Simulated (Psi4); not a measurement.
CH$_{3}$O, charge +1, singlet, at a GFN2-xTB geometry, with bond 3-2 at 1.3 times its length. Base run: Psi4 1.11 with PBE0/def2-TZVP.

Geometry (Å):
```xyz
5

O     -0.1036    -0.1293     0.5899
C      0.1117     0.0402    -0.6008
H      0.1510     1.3089    -1.2550
H      0.2884    -0.8578    -1.2113
H     -0.2715     0.6353     1.2012
```
Charge +1, spin multiplicity 1.
All else is at Psi4's defaults (density fitting).
Base energy -114.66190 Eh.

Variants of this job, named by their change:

```
change                         ΔE vs base (mEh)  SCF cycles  grid points  basis functions
-----------------------------  ----------------  ----------  -----------  ---------------
base                                      0.000           7       109653               80
damping_percentage = 20                   0.001          16       109653               80
dft_pruning_scheme = robust               0.000           7        75985               80
damping_percentage = 50                  -0.002          33       109653               80
scf_type = dfdirj+link                   -0.026           7       109653               80
guess = sadno                             0.000           9       109653               80
dft_pruning_scheme = treutler            -0.005           7        61465               80
ints_tolerance = 1e-8                     0.000           7       109653               80
d_convergence = 1e-10                     0.000          12       109653               80
soscf = true                              0.000           6       109653               80
e_convergence = 1e-10                     0.000           9       109653               80
dft_radial_points = 99                    0.000           7       144176               80
df_basis_scf = cc-pvtz-jkfit              0.038           7       109653               80
```
